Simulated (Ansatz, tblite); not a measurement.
Spin states of the cluster Cu₂Cl₂, each relaxed with r2SCAN-D4/def2-SVP in Ansatz. Electronic energies in the gas phase.

The xTB rows come from tblite. The structure comes from a short search, and lower isomers may exist.

Singlet geometry (D2h within 0.1 Å):

```xyz
4

Cu   -0.746    0.724    0.464
Cu    0.747   -0.724   -0.464
Cl   -1.418   -0.741   -1.124
Cl    1.418    0.742    1.124
```

Triplet geometry (C2v within 0.1 Å):

```xyz
4

Cu   -0.478   -0.981    0.466
Cu    0.597    1.224   -0.581
Cl    1.129   -1.172   -0.933
Cl   -1.248    0.929    1.049
```

Quintet geometry (C2v within 0.1 Å):

```xyz
4

Cu    0.447   -1.054    1.255
Cu   -0.235    0.863   -1.444
Cl    1.087    1.047    0.469
Cl   -1.299   -0.856   -0.280
```

⟨S²⟩: triplet 2.00 at PBE0-D4/def2-TZVP (pure 2.00), quintet 6.01 at PBE0-D4/def2-TZVP (pure 6.00).

Run but left out: HF/STO-3G (triplet: ⟨S²⟩ 4.23, where a pure state has 2.00); HF/STO-3G (quintet: ⟨S²⟩ 7.20, where a pure state has 6.00).

Only these spin states were relaxed. The quintet has other bonds than the singlet, so the gap mixes isomer and spin.

Q: Estimate which spin state lies lowest at each of these levels, and by how much: GFN1-xTB; GFN2-xTB; PBE-D4/def2-TZVP; BLYP-D4/def2-TZVP; r2SCAN-D4/def2-TZVP; PBE0-D4/def2-TZVP; BHLYP-D4/def2-TZVP.

A: 
```csv
level,triplet − singlet (kcal/mol),quintet − singlet (kcal/mol),lowest of these
GFN1-xTB,83.7,181.3,singlet
GFN2-xTB,120.1,233.9,singlet
PBE-D4/def2-TZVP,51.6,127.1,singlet
BLYP-D4/def2-TZVP,49.6,123.3,singlet
r2SCAN-D4/def2-TZVP,51.6,121.2,singlet
PBE0-D4/def2-TZVP,61.9,128.0,singlet
BHLYP-D4/def2-TZVP,58.4,113.1,singlet
```

Change of the quintet − singlet gap on mixing in exact exchange, in kcal/mol: PBE to PBE0 (25 % exact exchange) 0.9; BLYP to BHLYP (50 % exact exchange) -10.1. The xTB methods have no term that favours high spin, so they put low spin too low.
